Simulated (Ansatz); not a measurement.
Two structures, one formula

The two ends of one reaction step of AlH3SOF2, closed shell (PBE0-D4/def2-TZVP).

A:

Al1  (-0.767, -0.299, -0.060)
S2  (1.622, 0.242, -0.461)
F3  (-0.857, -1.699, -0.940)
F4  (-1.386, 1.063, -0.768)
H5  (1.532, 1.436, 0.151)
O6  (-0.762, -0.351, 1.635)
H7  (1.434, 0.778, -1.681)
H8  (-0.814, -1.170, 2.123)
(Å)

B:

Al1  (-0.413, -0.228, -0.585)
S2  (1.643, 0.298, -1.173)
F3  (-0.791, -1.842, -0.519)
F4  (-1.609, 0.829, -0.997)
H5  (0.638, 0.235, 1.577)
O6  (-0.269, -0.018, 1.353)
H7  (1.288, 1.558, -1.482)
H8  (-0.486, -0.832, 1.825)
(Å)

Ansatz 0.2.0; basis: def2-TZVPP; cores frozen in the correlated methods. B3LYP uses VWN-RPA correlation.

Task: Which structure is lower at CCSD(T), and by how much? (An estimate is asked for; the value comes from the calculation.)

Result: By the calculation: B, by 0.205 eV (electronic energy, against the other). By their contacts, A is AlH₃SOF₂ ([OH][Al]([F])([F])[SH2]) and B is AlH₃SOF₂ ([OH2][Al]([F])([F])[SH]).

All methods give the same order:

```
      method  E(B) − E(A) (eV)
       SPW92            -0.270
      PBE-D4            -0.207
     BLYP-D4            -0.106
   r2SCAN-D4            -0.217
      B97M-V            -0.248
     PBE0-D4            -0.258
    B3LYP-D4            -0.157
  r2SCAN0-D4            -0.258
    BHLYP-D4            -0.206
CAM-B3LYP-D4            -0.170
     wB97X-V            -0.205
     wB97M-V            -0.230
      B2PLYP            -0.176
    PBE-QIDH            -0.265
  RPA on PBE            -0.140
          HF            -0.238
         MP2            -0.211
        CCSD            -0.203
     CCSD(T)            -0.205
```

T1 diagnostic: at most 0.013.

Labels in which every atom is bracketed show which atoms are joined, not bond orders.

For scale, one of the runs: CCSD(T)/def2-TZVPP, 219 basis functions (an equivalent command: `ansatz run in.yaml --threads 4`). Hardware: 4 CPU threads, shared host. Wall time 91 s; peak host memory 3.4 GiB.
